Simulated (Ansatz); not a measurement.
Z-matrix (Å, degrees):
```
C
Ga 1 1.954
H 1 1.092 2 110.9
H 1 1.093 2 110.3 3 118.9
H 1 1.090 2 110.2 3 -121.0
C 2 1.954 1 133.8 3 -53.1
F 2 1.774 1 113.1 3 127.2
H 6 1.092 2 110.9 1 53.9
H 6 1.090 2 110.2 1 174.8
H 6 1.093 2 110.4 1 -65.0
```

The species carries charge 0 and has multiplicity 1.

Problem. List the PBE0/def2-TZVPP orbital energies in eV (Ansatz). (An estimate is asked.)

Solution. Computed: Occupied: -10146.98, -1252.80, -1109.01, -1108.88, -1108.86, -671.90, -277.96, -277.96, -151.15, -104.21, -103.91, -103.82, -30.78, -23.31, -23.21, -23.13, -23.06, -22.96, -19.38, -19.18, -12.41, -11.52, -11.49, -11.38, -11.28, -10.25, -10.22, -9.63, -8.01. Lowest empty: -0.57, 0.21, 1.50, 1.79, 2.75, 2.98, 3.28, 3.49.
